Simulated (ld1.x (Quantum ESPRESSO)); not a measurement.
## Before and after: ultrasoft potential for indium (In)

indium (In), ultrasoft, made with ld1.x (Quantum ESPRESSO) 7.5 (BLYP, scalar-relativistic). Core [Kr], reference 4d10 5s1 5p2. Waves: 5s (bound): rcut 1.95, rcutus 2.10 bohr; 5s channel at -0.3 Ry: rcut 1.95, rcutus 2.10 bohr; 5p (bound): rcut 2.15, rcutus 2.70 bohr; 5p channel at 0.4 Ry: rcut 2.15, rcutus 2.70 bohr; 4d (bound): rcut 1.35, rcutus 1.65 bohr; 4d channel at -0.25 Ry: rcut 1.35, rcutus 1.65 bohr. Local part: all-electron potential smoothed inside 1.35 bohr (lloc = -1). Core correction: a·sin(br)/r model core inside 1.55 bohr. Augmentation charge: built from norm-conserving waves at rcut, not smoothed further.

All-electron outer shells of the reference configuration (BLYP, scalar-relativistic, ld1.x):

```json
{"shell": "4s", "level (eV)": "-121.08", "outermost node (bohr)": "0.41", "outermost maximum (bohr)": "0.77"}
{"shell": "4p", "level (eV)": "-79.54", "outermost node (bohr)": "0.42", "outermost maximum (bohr)": "0.82"}
{"shell": "4d", "level (eV)": "-20.01", "outermost node (bohr)": "0.40", "outermost maximum (bohr)": "0.94"}
{"shell": "5s", "level (eV)": "-9.15", "outermost node (bohr)": "1.02", "outermost maximum (bohr)": "2.13"}
{"shell": "5p", "level (eV)": "-3.12", "outermost node (bohr)": "1.14", "outermost maximum (bohr)": "2.74"}
```

Change: waves 4d (bound): rcut 0.98, rcutus 1.04 bohr; 4d channel at -0.25 Ry: rcut 0.98, rcutus 1.04 bohr.

Cutoffs: the cutoffs (Ry, on a coarse ladder) from which the occupation-weighted sum of valence levels, in a spherical-Bessel basis at the reference potential, stays within 10 and 1 mRy of its value at 400 Ry; they do not see the model core or the augmentation charge, which bear on the density cutoff. Errors are all-electron minus pseudo energies relative to the spin-unpolarised reference configuration.

**Question.** What does the change do?

**Answer.** The potential gets harder (40 Ry and 70 Ry → 100 Ry and 180 Ry); both files keep a bound ghost (p, s); the errors of the 7 common tests hardly move. A smaller radius makes the pseudo-wave follow the all-electron one further in, where it bends more sharply, so more plane waves are needed.

```csv
quantity,base,changed
"cutoff, loose",40 Ry,100 Ry
"cutoff, tight",70 Ry,180 Ry
loose cutoff by channel (10 mRy a level),"s 6 Ry, p 6 Ry, d 35 Ry","s 6 Ry, p 6 Ry, d 90 Ry"
bound ghosts,"s, p","s, p"
"error for 4d10 5s2 5p1, meV [ΔE -5.87 eV]",-0.7,-0.8
"error for 4d10 5s2 5p0, meV [ΔE -0.51 eV]",-2.4,-2.5
"error for 4d10 5s1 5p0, meV [ΔE 18.81 eV]",-10,-10
"error for 4d10 5s2 5p1.3, meV [ΔE -6.38 eV]",-0.5,-0.6
"error for 4d9 5s2 5p1, meV [ΔE 19.03 eV]",-147,-149
"error for 4d9 5s0 5p0, meV [ΔE 103.59 eV]",-11,-11
"error for 4d10 5s1 5p1, meV [ΔE 6.07 eV]",-2.1,-2.0
s: phases at 2.94 bohr within 0.05 rad from the reference energy up to (Ry; the scan ends near 5),2.7,2.7
p: phases at 2.94 bohr within 0.05 rad from the reference energy up to (Ry; the scan ends near 5),3.5,3.5
d: phases at 2.94 bohr within 0.05 rad from the reference energy up to (Ry; the scan ends near 5),to the end of the scan,to the end of the scan
lowest overlap eigenvalue by channel,"s 0.11, p 0.32, d 0.95","s 0.11, p 0.32, d 0.63"
```

 A true bound ghost makes a file unfit for plane-wave use even where its test errors are small: the radial tests pick states by their node count and pass the ghost by.
